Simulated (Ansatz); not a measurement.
Consider the hydrogenolysis of a C–C bond: `CB1C=C1CF` + H₂ → `CB1C=C1` + `CF`.

Program: Ansatz. Geometries: PBE0-D4/def2-TZVP. ΔE: electronic, gas phase. CCSD(T)/CBS is the MP2 limit (def2-TZVPP, def2-QZVPP) plus CCSD(T) − MP2 in def2-TZVPP, frozen cores. This one scheme is used for every species. One conformer a species, not always the lowest.

| species | CCSD(T)/CBS(def2) energy (Eh) |
| --- | --- |
| `CB1C=C1CF` | -280.35759 |
| H₂ | -1.17544 |
| `CB1C=C1` | -141.91139 |
| `CF` | -139.63461 |

(1) Work out ΔE.

Largest T1 diagnostic among the species: 0.011.

## Answers

(1) ΔE = (-141.91139) + (-139.63461) − (-280.35759) − (-1.17544) = -0.01297 Eh = -34.1 kJ/mol.

The D4 term adds +7.6 kJ/mol with B3LYP and +4.3 kJ/mol with PBE0; it sums over pairs of atoms, weighted by their polarisabilities, and B3LYP, whose exchange is more repulsive, gets the larger term. From PBE to PBE0 (25 % exact exchange), in def2-TZVPP and without D4, ΔE moves by −4.8 kJ/mol.

B3LYP here is the variant with VWN-RPA as its local correlation; programs differ in this.
